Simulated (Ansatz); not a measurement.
C3H6O2Si can be A, `C=C1O[SiH]1OC`, or B, `C=COC(=O)[SiH3]`.

Computed with Ansatz on PBE0-D4/def2-TZVP structures; ΔE is electronic, products minus reactants. CBS: MP2 limit from def2 TZ/QZ plus the TZ coupled-cluster correction, frozen cores. DFT in def2-TZVPP. One conformer a species, not always the lowest.

Problem. Which isomer does CCSD(T)/CBS put lower? Give the gap. (Estimate.)

Solution. The calculation gave: A, by 86.0 kJ/mol.

Problem. Give E(B) − E(A) in kJ/mol with CCSD/def2-TZVPP, CCSD(T)/def2-TZVPP, B2PLYP, r2SCAN-D4, PBE0-D4, MP2/def2-TZVPP, HF/def2-TZVPP. (Estimate.)

Solution. The calculation gave: CCSD/def2-TZVPP 80.3, CCSD(T)/def2-TZVPP 78.0, B2PLYP 77.1, r2SCAN-D4 80.4, PBE0-D4 76.6, MP2/def2-TZVPP 93.0, HF/def2-TZVPP 60.3. None reverses the order clearly.

Largest T1 diagnostic: 0.016.

From PBE to PBE0 (25 % exact exchange), in def2-TZVPP and without D4, E(B) − E(A) moves by +9.4 kJ/mol. In def2-TZVPP, CCSD(T) changes the Hartree–Fock value by +17.7 kJ/mol (the triples alone add −2.3 kJ/mol) and MP2 by +32.7 kJ/mol.
